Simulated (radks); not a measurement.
Question: The mean radii <r> (bohr) of the occupied orbitals of an atom or ion are listed with their occupations. Calculated with a radial shooting solver on a logarithmic mesh with Libxc functionals: Dirac Kohn-Sham, PBE, spin-unpolarised, spherical densities, point nucleus.

| orbital | occ. | <r> |
|---|---|---|
| 1s1/2 | 2 | 0.02842 |
| 2s1/2 | 2 | 0.1222 |
| 2p1/2 | 2 | 0.1033 |
| 2p3/2 | 4 | 0.1087 |
| 3s1/2 | 2 | 0.3302 |
| 3p1/2 | 2 | 0.3208 |
| 3p3/2 | 4 | 0.3321 |
| 3d3/2 | 4 | 0.3033 |
| 3d5/2 | 6 | 0.3069 |
| 4s1/2 | 2 | 0.7907 |
| 4p1/2 | 2 | 0.8323 |
| 4p3/2 | 4 | 0.8613 |
| 4d3/2 | 4 | 1.018 |
| 4d5/2 | 6 | 1.031 |
| 5s1/2 | 2 | 2.090 |
| 5p1/2 | 1 | 2.444 |

Name the element and its charge. Open shells, if any, fill j = l - 1/2 first.

Answer: Z = 51, antimony, charge +2: Sb2+ in [Kr] 4d10 5s2 5p1. The 1s radius gives Z: for a bare nucleus <r> = (2 gamma + 1)/(2Z) with gamma = sqrt(1 - (Z/c)^2), 0.028 bohr for Z = 51, and screening makes it slightly larger (0.02842 here). The occupations add up to 49, and the charge is Z minus that.
